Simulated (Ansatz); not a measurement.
`[Cl][SnH]([Cl])[Cl]` + `C#[C][In]([F])[F]` → `C#[C][SnH]([Cl])[Cl]` + `[F][In]([F])[Cl]` at 600 K and 1 bar (redistribution).

Computed with Ansatz on PBE0-D4/def2-TZVP structures; ΔE is electronic, products minus reactants. CCSD(T)/CBS is the MP2 limit (def2-TZVPP, def2-QZVPP) plus CCSD(T) − MP2 in def2-TZVPP, frozen cores. Elements past krypton have def2 core potentials. For In, Sn outer-core shells are correlated without core-valence functions, which leaves a few kJ/mol of doubt a bond.

| species | CCSD(T)/CBS energy (Eh) | H − E (kJ/mol) | S (J/(mol·K)) |
| --- | --- | --- | --- |
| `[Cl][SnH]([Cl])[Cl]` | -1594.09169 | 74.6 | 409.9 |
| `C#[C][In]([F])[F]` | -466.09678 | 108.6 | 420.4 |
| `C#[C][SnH]([Cl])[Cl]` | -1210.91086 | 131.4 | 456.9 |
| `[F][In]([F])[Cl]` | -849.27843 | 52.1 | 382.3 |

H − E and S are ideal-gas, rigid-rotor, harmonic terms from PBE0-D4/def2-TZVP. 1 Eh = 2625.50 kJ/mol, R = 8.31446 J/(mol·K).

Q: By hand: ΔE, ΔH, ΔS and ΔG.

A: ΔE = (-1210.91086) + (-849.27843) − (-1594.09169) − (-466.09678) = -0.00082 Eh = -2.2 kJ/mol. Δ(H − E) = 131.4 + 52.1 − 74.6 − 108.6 = 0.3, so ΔH = -1.9 kJ/mol. ΔS = 456.9 + 382.3 − 409.9 − 420.4 = 8.9 J/(mol·K). ΔG = -1.9 − 600 × (8.9)/1000 = -7.2 kJ/mol.

Q: By hand: the equilibrium constant, and the temperature at which ΔG would vanish if ΔH and ΔS stayed fixed.

A: log₁₀ K = −ΔG/(RT ln 10) = 0.6. ΔH and −TΔS have one sign here, so there is no such temperature. One of them is within its doubt of zero, so this could turn.

TΔS isn't small against ΔH here. A doubt of 5 kJ/mol in ΔE shifts log₁₀ K by 0.4 here. These are equilibria of isolated gas molecules and say nothing of rates. Largest T1 diagnostic: 0.017 (customary marks: 0.02 for closed shells, 0.045 for open ones).
